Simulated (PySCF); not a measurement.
Screening by computed properties: pick the candidate that meets the target.

Species are written as SMILES; each is one conformer at its optimised geometry, gas phase, non-relativistic unless stated; the electronic structure was computed with PySCF and density fitting.

Dipoles, sizes and rotational constants follow the conformer. The torsions of the flexible species, by atom-mapped SMILES:
- `[CH2:1]=[CH:2][c:3]1[n:4][cH:5][cH:6][n:7][c:8]1[SiH2:9][F:10]`: C1–C2–C3–N4 -1°, N7–C8–Si9–F10 125°
- `[N:1]#[C:2]/[CH:3]=[C:4](\[CH2:5][C:6]#[N:7])[CH2:8][SiH2:9][F:10]`: C3–C4–C5–C6 -119°, C3–C4–C8–Si9 -93°, C4–C8–Si9–F10 -59°
- `[CH3:1][SiH2:2]/[C:3]([C:4]#[N:5])=[C:6](\[C:7]#[N:8])[CH2:9][F:10]`: C1–Si2–C3–C4 110°, C3–C6–C9–F10 -134°
- `[CH3:1][CH:2]([CH3:3])[O:4][C@@:5]([SiH3:6])([C:7]#[N:8])[CH:9]=[O:10]`: C1–C2–O4–C5 -139°, C2–O4–C5–Si6 -168°, O4–C5–C9–O10 -175°

Problem. Wanted: dipole moment between 1.7 D and 5 D (PBE0/pcSseg-1) and HOMO–LUMO gap below 6 eV (PBE0/pcSseg-1), at GFN2-xTB geometries. Which candidate meets both?
A. `N#C/C=C(\CC#N)C[SiH2]F`
B. `C=CC1=NC=CN=C1[SiH2]F`
C. `C[SiH2]/C(C#N)=C(\C#N)CF`
D. `CC(C)O[C@@]([SiH3])(C#N)C=O`

Solution. B. Computed values:
| species | dipole moment | HOMO–LUMO gap |
| --- | --- | --- |
| C[SiH2]/C(C#N)=C(\C#N)CF | 1.57 D | 5.45 eV |
| C=CC1=NC=CN=C1[SiH2]F | 1.80 D | 5.27 eV |
| CC(C)O[C@@]([SiH3])(C#N)C=O | 4.37 D | 6.28 eV |
| N#C/C=C(\CC#N)C[SiH2]F | 5.56 D | 6.15 eV |
